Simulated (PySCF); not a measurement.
Work out the structure from these simulated measurements.

Elements present: C, H, O and Si. Monoisotopic mass: 104.0657 u.

- 13C NMR: chemical shifts (computed TMS as zero) by class: 53.1 (1 C), -1.6 (3 C) ppm [GIAO B97-2/pcSseg-2]
- Dipole: 1.04 D [B97-2/pcSseg-2]
- Rotational structure: rotational constants A, B, C: 3.109, 2.050, 2.042 GHz [PBE0-D3(BJ)/def2-TZVP]
- 1H NMR: chemical shifts (computed TMS as zero) by class: 3.50 (3 H), 0.07 (9 H) ppm [GIAO B97-2/pcSseg-2]
- NMR, other nuclei: isotropic shieldings of nuclei other than C and H, by class: 310 (1 O), 331 (1 Si) ppm [GIAO B97-2/pcSseg-2]

Electronic properties: PySCF, gas phase, density fitting. Levels stand in brackets. Isolated species at its PBE0-D3(BJ)/def2-TZVP geometry, gas phase. NMR classes are plain means over equivalent atoms (diastereotopic ones count apart unless rotation or inversion swaps them), as if these changed places fast.

Question: Which formula fits the mass and the elements?

Answer: C4H12OSi (calculated 104.0657). No other formula that holds each of these elements comes within 0.0003 u with a fitting electron parity and a possible valence count.

Question: Give a SMILES that accounts for the data.

Answer: Numbering: `[CH3:1][O:2][Si:3]([CH3:4])([CH3:5])[CH3:6]`. Its formula, C4H12OSi, gives 0 degrees of unsaturation, so no ring and no π bond. 4 carbons fall into 2 classes; from least to most shielded: methoxy carbon [C1] (53.1 ppm), Si-methyl carbon [C4/C5/C6] (-1.6 ppm, 3 C, up to 2.1 ppm apart in this geometry). Hydrogen classes from least to most shielded: 3 H on a methoxy carbon, C1 (3.50 ppm), 9 H on 3 Si-methyl carbons, C4/C5/C6 (0.07 ppm, a mean of values up to 0.6 ppm apart in this geometry). The other shieldings belong to: 310 ppm, silyl ether oxygen [O2]; 331 ppm, oxygen-bound silicon [Si3]. The optimised geometry has point group Cs and is an asymmetric top. Structure: `CO[Si](C)(C)C`. The assignments are read from this structure; whether some other isomer fits the data as well wasn't checked.

Shape of the structure used: `[CH3:1][O:2][Si:3]([CH3:4])([CH3:5])[CH3:6]`: C1–O2–Si3–C4 -60°.
